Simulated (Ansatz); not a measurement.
Harmonic frequencies (cm⁻¹) at PBE0-D4/def2-TZVP from Ansatz: 127, 227, 252, 277, 523, 529, 654, 746, 1116, 1181, 1182, 2168.

Question: Which molecule is it?
A. `C[Te][GeH3]`
B. `[SiH3][TeH]`
C. `[GeH3][TeH]`
D. `FC(F)(F)[TeH]`

Answer: D.
